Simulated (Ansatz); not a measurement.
Ideal-gas functions of `O[C]1=[C](Cl)[Al]1[F]` at 400 K and 1 bar, from an Ansatz frequency run at PBE0-D4/def2-TZVP.

Molar mass 122.46 g/mol, point group Cs (symmetry number 1), electronic degeneracy 1, moments of inertia 123.337, 385.7, 509.038 u Å². Harmonic wavenumbers (cm⁻¹, unscaled): 133, 144, 180, 289, 352, 452, 477, 599, 673, 870, 1036, 1162, 1346, 1557, 3721.

Use S(trans) = R[1.5 ln M + 2.5 ln T − 1.1517]; rotational temperatures θ = 24.2544 K / I; S(rot) = R[ln(√π/σ · √(T³/θAθBθC)) + 1.5]; for each mode x = 1.438777 ν̃/T, S = R[x/(eˣ − 1) − ln(1 − e⁻ˣ)] and H = RT x/(eˣ − 1); 1 cm⁻¹ = 0.0119627 kJ/mol; R = 8.31446 J/(mol·K).

Question: By hand: the entropy, in J/(mol·K).

Answer: Translation 174.9. Rotation: θ = 0.1967, 0.0629, 0.0476 K, giving 122.9. Vibration, mode by mode: 14.52, 13.88, 12.07, 8.36, 6.89, 5.13, 4.78, 3.37, 2.74, 1.56, 0.97, 0.67, 0.39, 0.20, 0.00, in all 75.5. Electronic 0.0. Sum 373.3 J/(mol·K).

Question: By hand: H − E and G − E in kJ/mol, counted from the electronic energy.

Answer: Zero-point energy ½ × 12991 × 0.0119627 = 77.7; thermal vibration 16.5; translation, rotation and pV give 4 RT = 13.3. H − E = 107.5 kJ/mol, and G − E = 107.5 − 400 × 373.3/1000 = -41.8 kJ/mol.

Vibration gives 20 % of the entropy, 28.4 J/(mol·K) of it from the modes under 150 cm⁻¹: soft modes count most, and the harmonic formula is weakest for them. The sum counts one conformer and one mirror image; others add a mixing term.
